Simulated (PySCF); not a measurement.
**Working out the ionisation energy of Bi**

Bi [Xe] 4f14 5d10 6s2 6p3 (4S) → Bi⁺ [Xe] 4f14 5d10 6s2 6p2 (3P). All numbers are calculated (PySCF 2.14, scalar relativity through the core potential, in def2-QZVPPD with the def2 core potential (60 electrons) (8s6p5d4f1g, 88 functions)). Frozen: nothing. Energies in hartree (1 hartree = 27.21139 eV):

```
             part   Bi (lower)  Bi⁺ (upper)
              UHF  -213.594510  -213.293017
MP2 opposite-spin    -0.417207    -0.409129
    MP2 same-spin    -0.234467    -0.221953
```

Task: What does Hartree-Fock give?

Result: (-213.293017) − (-213.594510) = 0.301493 hartree = 8.204 eV.

Task: What do MP2 and SCS-MP2 (6/5 opposite-spin, 1/3 same-spin) give?

Result: The opposite-spin parts differ by 0.220 eV and the same-spin parts by 0.341 eV. MP2: 8.204 + (0.220) + (0.341) = 8.765 eV. SCS-MP2: 8.204 + 1.2 × (0.220) + (0.341)/3 = 8.582 eV.

Reference: 7.286 eV (measured; NIST Atomic Spectra Database, ionization energies), between the lowest levels; spin-orbit coupling is absent from the calculation.

What remains against the reference includes basis incompleteness and correlation beyond second order.
